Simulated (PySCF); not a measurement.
[PbF3]− at several levels of theory

Computed with PySCF 2.14.0 (density fitting, no spin-orbit coupling) at the geometry relaxed with PBE:

```xyz
4
[PbF3]− (singlet)
Pb    0.0000    0.0000   -0.6184
F     1.8651    0.0000    0.4333
F    -0.9325    1.6152    0.4333
F    -0.9325   -1.6152    0.4333
```

```
level                                 basis    state  HOMO (eV)  gap (eV)  charge on Pb1 (e)  dipole about the centre of mass (D)  largest force component (eV/Å)
  PBE    Pb def2-SVP with ECP60, F def2-SVP  singlet      -0.71      5.21               0.52                                 4.68                            0.11
 BP86                              the same  singlet      -0.85      5.29               0.52                                 4.69                            0.10
 PBE0                              the same  singlet      -2.23      7.32               0.70                                 5.21                            0.41
M06-L                              the same  singlet      -1.02      5.91               0.76                                 5.19                            0.11
  PBE  Pb def2-TZVP with ECP60, F def2-TZVP  singlet      -1.50      5.17               0.77                                 5.41                            0.14
  PBE           Pb x2c-SVPall, F x2c-SVPall  singlet      -0.72      5.27               0.54                                 4.62                            0.51
```

Charges are Mulliken's, which hang on the basis. The relaxation used the grid (50, 194), these runs (75, 302) or, all-electron (x2c bases, spin-free X2C Hamiltonian), (99, 590).

(1) What does r2SCAN with Pb def2-SVP with ECP60, F def2-SVP give here?

Answers

(1) state singlet, HOMO (eV) -1.16, gap (eV) 5.91, charge on Pb1 (e) 0.66, dipole about the centre of mass (D) 5.00, largest force component (eV/Å) 0.33. Time: 2.3 s on 2 threads of Arm Neoverse V1, with other jobs on the host, from an already converged density.
